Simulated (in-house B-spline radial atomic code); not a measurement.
Excitations of P³⁺ by several methods

Full response, energies in eV; labels give the largest channel, * marks a mixed state, a dash one above the method's threshold, and an imaginary frequency an unstable closed-shell reference. Computed with a B-spline radial code for spherical atoms: linear response of the closed shell [Ne] 3s2 with each method's own kernel (bare exchange for TDHF, static screening on G0W0 levels for BSE, the adiabatic kernel for functionals); non-relativistic, point nucleus, no spin-orbit coupling, no double excitations, S, P, D and F terms only.

```
           method  3s → 3p 3P  3s → 3p 1P  3s → 3d 3D  α (bohr³)
             TDHF       6.339      12.663      22.152      7.164
   BSE on G0W0@HF           ?           ?           ?          ?
         LDA VWN5       8.348      13.113      22.264      6.485
              PBE       7.801      12.961      21.493      6.685
             PBE0       7.590      12.854      21.791      6.829
  B3LYP (VWN-RPA)           ?           ?           ?          ?
        CAM-B3LYP       7.820      13.035      22.109      6.629
          LC-wPBE       7.391      12.753      21.959      6.885
            wB97X       8.224      13.006      22.739      6.668
            HSE06       7.706      12.933      21.838      6.748
        BHandHLYP       7.521      12.931      22.119      6.783
             BLYP       7.895      13.127      21.504      6.512
           PBEsol       7.794      12.953      21.594      6.678
             BP86       7.837      13.010      21.536      6.632
LDA exchange-only       7.450      13.136      21.394      6.504
            B97-1       7.881      12.839      22.212      6.836
             RPBE       7.527      12.807      21.226      6.852
             OLYP       6.910      12.605      20.908      7.053
```

Question: What does BSE on G0W0@HF give?

Answer: 3s → 3p 3P: 7.738; 3s → 3p 1P: 13.204; 3s → 3d 3D: 24.067; α: 6.426 (eV, bohr³).

Question: What does B3LYP (VWN-RPA) give?

Answer: 3s → 3p 3P: 7.836; 3s → 3p 1P: 13.038; 3s → 3d 3D: 21.868; α: 6.623 (eV, bohr³).
